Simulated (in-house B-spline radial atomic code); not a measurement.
Configurations of Tm IV (Tm3+), with energies counted from [Xe] 4f12. Method: scalar-relativistic (X2C) BLYP, spin-polarised, spherical fractional occupations, Fermi nucleus of rms radius 5.2256 fm. Calculated with an all-electron radial atomic-structure program (B-spline basis). Shells without spins written out take the highest spin.

Occupations are held fixed; configurations that lie above the ionisation limit could autoionise.

```
                                                  configuration  E - E(ref) (eV)  highest orbital  its <r> (bohr)
                                         [Kr] 4d10 4f13 5s2 5p5           22.176          4f down          0.7797
                                     [Kr] 4d10 4f12 5s2 5p5 6d1           46.842            6d up           4.535
                                          [Kr] 4d9 4f13 5s2 5p6           169.02          4f down          0.7475
                                      [Kr] 4d9 4f12 5s2 5p6 5d1           181.81            5d up           1.979
                                      [Kr] 4d9 4f12 5s2 5p6 6d1           198.53            6d up           4.495
                                      [Kr] 4d9 4f12 5s2 5p6 5f1            200.3            5f up           4.102
[Kr] 4d(4 up, 5 down) 4f(7 up, 5 down) 5s2 5p6 6f(0 up, 1 down)           207.05          6f down           7.186
```

(1) Order these further configurations by energy, lowest first.
A. [Xe] 4f11 6d1
B. [Xe] 4f11 6s1
C. [Kr] 4d10 4f12 5s2 5p5 6p1
D. [Kr] 4d10 4f(5 up, 7 down) 5s2 5p(2 up, 3 down) 5f(0 up, 1 down)
E. [Xe] 4f(6 up, 6 down)

(2) How far above the reference does [Xe] 4f(4 up, 7 down) 5d(0 up, 1 down) lie?

(3) How far above the reference does [Kr] 4d10 4f(5 up, 7 down) 5s2 5p(2 up, 3 down) 5d(0 up, 1 down) lie?

## Answers

(1) E (0.80955 eV), B (13.995 eV), A (28.508 eV), C (38.898 eV), D (48.565 eV).

(2) 11.795 eV; its least bound orbital is 5d down with <r> = 1.982 bohr.

(3) 30.356 eV; its least bound orbital is 5d down with <r> = 2.007 bohr.
